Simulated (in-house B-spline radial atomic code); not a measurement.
Results of a calculation; reference values are marked as such.
**Building a PAW s channel for Be, r_c = 2.24 bohr**

Be, [He] 2s2, non-relativistic PBE, spherical and spin-unpolarised, from an all-electron radial atomic-structure program (B-spline basis) (atomic units; all potentials screened as in the neutral atom).

Two all-electron partial waves φ1, φ2 are integrated outwards at E1 = ε(2s) = -0.20612 and E2 = E1 + 1.5 hartree; φ1 is the bound orbital and φ2 has unit norm inside r_c = 2.2415 bohr. Smooth partners are polynomials, r^1(a0 + a1 r² + a2 r⁴ + a3 r⁶), matched to φ and three derivatives at r_c, with no condition on the norm. The local potential is -1.70939 + (0.610913) r² + (-0.109447) r⁴ + (0.00774737) r⁶ inside 1.8352 bohr and the all-electron one outside.

```json
{"wave": "1", "φ(r_c)": "0.6305407", "φ'(r_c)": "-0.06590234", "a0": "0.4879273", "a1": "-0.04418618", "a2": "-8.949236e-05", "a3": "0.0001390854"}
{"wave": "2", "φ(r_c)": "0.6035915", "φ'(r_c)": "1.888", "a0": "-2.179738", "a1": "0.9031654", "a2": "-0.1005361", "a3": "0.003541146"}
```

Inside r_c the overlaps are <φi φj> = [[0.43155, -0.41008], [-0.41008, 1.00000]] and, for the smooth waves, [[0.49645, -0.65034], [-0.65034, 1.87963]]. With χj = (Ej − T − V_local) applied to smooth wave j, the program's quadrature gives the matrix B_ij = <smooth i, χj> as [[0.15568, -0.77665], [-0.41626, 2.22105]].

**Question.** Check the match of the first wave, and find the augmentation charges q_ij.

**Answer.** At r_c the four terms are 1.09369, -0.49763, -0.00506, 0.03954, which sum to 0.6305, φ1(r_c) to rounding. q_ij is the all-electron overlap less the smooth one: [[-0.06490, 0.24026], [0.24026, -0.87963]]. The smooth first wave has a norm of 0.4965 inside r_c against 0.4316, so q11 is negative and must stay small enough for the overlap operator to be positive.

**Question.** B isn't symmetric. Show that D_ij = B_ij + Ej q_ij is.

**Answer.** Integrating by parts gives B12 − B21 = (E1 − E2) q12: -0.77665 − (-0.41626) = -0.36039, and −1.5 × (0.24026) = -0.36039. So D12 = -0.77665 + (1.293880)(0.24026) = -0.46578 and D21 = -0.41626 + (-0.20612)(0.24026) = -0.46578; D11 = 0.16905, D22 = 1.08291. The projectors, p = (B⁻¹)ᵀ χ, are dual to the smooth waves; det B = 0.022.

Solving (T + V_local + Σ p D p) ψ = E (1 + Σ p q p) ψ in a sphere of 9 bohr, whose wall lifts the free-atom level a little, gives these levels:

```tsv
all-electron	one projector	two projectors
-0.205876	-0.205876	-0.205876
0.074972	0.074265	0.074956
0.389634	0.383597	0.389563
0.848434	0.819430	0.848359
1.445140	1.349610	1.445110
```

**Question.** What does the second projector gain?

**Answer.** With one projector the errors are 0.00, -0.71, -6.04, -29.00, -95.53 millihartree. With two the errors are 0.00, -0.02, -0.07, -0.08, -0.03 millihartree. The scattering is exact at E1 and at E2 = 1.294, and over all levels compared the largest error is 0.075 millihartree. The lowest eigenvalue of the overlap operator is 0.7438 with one and 0.3417 with two projectors. The smooth orbital alone needs a cutoff of 1.22 hartree for 1 millihartree of kinetic energy, against 4.74 for a norm-conserving Troullier-Martins orbital of the same radius; part of the gain comes from giving up the norm, part from the simpler form.
